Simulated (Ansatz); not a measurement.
```xyz
2

C     0.0000    0.0000    0.0000
P     0.0000    0.0000    1.5600
```

Basis set: pcseg-2 (spherical functions). Charge 0, multiplicity 2.

Computed with Ansatz (development build ahead of 0.2.0); each method stands on the lowest determinant of its kind that the runs found. Restricted functionals stand beside restricted open-shell atoms, which can lie above the unrestricted atoms usual in DFT and then raise those values.

(1) Give the atomization energy at this shape (free ground-state atoms in the same class of orbitals less the molecule, no zero-point energy) of doublet CP by PBE0 (restricted open-shell), PBE (restricted open-shell), ROHF.

## Answers

(1)

```csv
method,atomization energy
PBE0 (restricted open-shell),5.26 eV
PBE (restricted open-shell),5.83 eV
ROHF,2.05 eV
```

Caution for ROHF: in another basis set an unrestricted determinant lies well below.

The shape needn't be a minimum at these levels.
